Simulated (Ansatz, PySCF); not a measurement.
Process, species as SMILES: C=[C-]O -> [CH-]1CO1
Geometries: B3LYP-D3(BJ)/def2-TZVP minima from Ansatz (a program for electronic structure), one conformer each, not searched for the lowest.

Property: isomerisation energy (electronic energy difference), in kJ/mol. Cores are frozen in the correlated levels unless marked. No spin-orbit coupling. No relativistic terms. Anions need diffuse functions: aug- sets have them; def2-D sets add few; the other sets have none. CBS(X,Y): correlation extrapolated as X^-3; Hartree-Fock from the larger set. The bracket is a focal-point correction in the basis named.

```json
[
 {"level": "BP86-D3(BJ)/def2-TZVPD", "program": "PySCF + dftd3", "isomerisation energy (kJ/mol)": "97.6"},
 {"level": "PBE0/def2-TZVPD", "program": "Ansatz", "isomerisation energy (kJ/mol)": "94.9"},
 {"level": "MP2/cc-pwCVTZ", "program": "Ansatz", "isomerisation energy (kJ/mol)": "92.3"},
 {"level": "RI-MP2/CBS(aug-cc-pVTZ,aug-cc-pVQZ)", "program": "Ansatz", "isomerisation energy (kJ/mol)": "101.9"}
]
```

### Question
What does RI-MP2/CBS(aug-cc-pVTZ,aug-cc-pVQZ)+[CCSD(T)-MP2]/aug-cc-pVTZ (Ansatz) give?

### Answer
107.3 kJ/mol, so RI-MP2/CBS(aug-cc-pVTZ,aug-cc-pVQZ) differs from it by -5.4 kJ/mol.
